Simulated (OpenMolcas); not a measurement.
Ti3+ in Cs2NaYCl6: curves along the breathing mode

Ti3+ with its 6 nearest chloride ions, on the Y site of Cs2NaYCl6 (a = 10.7396 Å, distance in the model lattice 2.619 Å). The rest of the host is ab initio model potentials to 7.6 Å, with orthogonalisation functions on the cations behind the ligands, and point charges beyond; the distance is set by hand and nothing relaxes. Ligand basis ANO-RCC-VDZP.

| Property | Result |
| --- | --- |
| Program | OpenMolcas 26.06 |
| Method | SS-CASPT2, IPEA 0.25 Eh, imaginary shift 0.1 Eh (closed shells correlated: 3s 3p and the ligand valence shells) |
| Basis | ANO-RCC-VDZP [5s4p2d1f] |
| Scalar Hamiltonian | DKH2, point nucleus |
| Active space | 1 electron in 5 orbitals (3d) |
| State averaging | 2S+1 = 2 even, 5 roots |
| Spin-orbit coupling | RASSI with atomic mean-field integrals over the reference wave functions |

Spin-free energies (labels of O, the rotations of Oh) in cm-1 above the lowest fitted minimum, as all ligands move together:

| R (Å) | 2T2 | 2E |
| --- | --- | --- |
| 2.332 | 1240 | 17190 |
| 2.386 | 10 | 14330 |
| 2.441 | 700 | 13570 |
| 2.496 | 2940 | 14660 |
| 2.551 | 6710 | 17330 |
| 2.606 | 11820 | 21370 |
| 2.661 | 17820 | 26620 |

Cubic fits give the following; the wavenumber is harmonic, with the mass of all moving ligands, small differences in it between states hang on the degree of the fit, a number in brackets counts states of one label, and the table is a selection of at most 14 states with clean curves.

| State | R0 (Å) | Breathing mode (cm-1) | Minimum (cm-1) |
| --- | --- | --- | --- |
| 2T2 | 2.394 | 313 | 0 |
| 2E | 2.436 | 314 | 13560 |

The minimum of 2E is shifted by +0.0416 Å against 2T2 (from the unrounded fits). With M = 212.7 u for the moving shell, the Huang-Rhys factor in this mode is S = M ω ΔR² / 2ħ = 0.01483 × 212.7 × 313 × 0.0416² = 1.71. Only the first shell moves, against a rigid host.

Roots that are degenerate in the reference are averaged as groups; the widest CASPT2 spread within a group is 170 cm-1 (the 3-fold group of multiplicity 2 near 0 cm-1 above the lowest state of its run, R = 2.551). Shifts and gaps below about the spread of the groups concerned are not significant. Over all roots computed the reference weight is 0.68 in R = 2.332, 0.68 in R = 2.386, 0.68 in R = 2.441, 0.68 in R = 2.496, 0.68 in R = 2.551, 0.68 in R = 2.606, 0.68 in R = 2.661; a low but even weight reflects the number of correlated electrons. An orbital triplet at a regular site is open to Jahn-Teller coupling, which can distort the site and quench the lowest spin-orbit gaps and is left out. Ligand-to-metal charge-transfer states are missing. With one d shell and no ligand orbital active, 10Dq can be off by a tenth or more. The least metal-like active orbital is 84 % on the metal (Löwdin) and no ligand orbital is active, so the numbers are rough (holds for R = 2.332). Free-ion shares, where given, are those of the reference states; single-state CASPT2 does not remix them (holds for R = 2.661). No measured value stands beside these numbers.
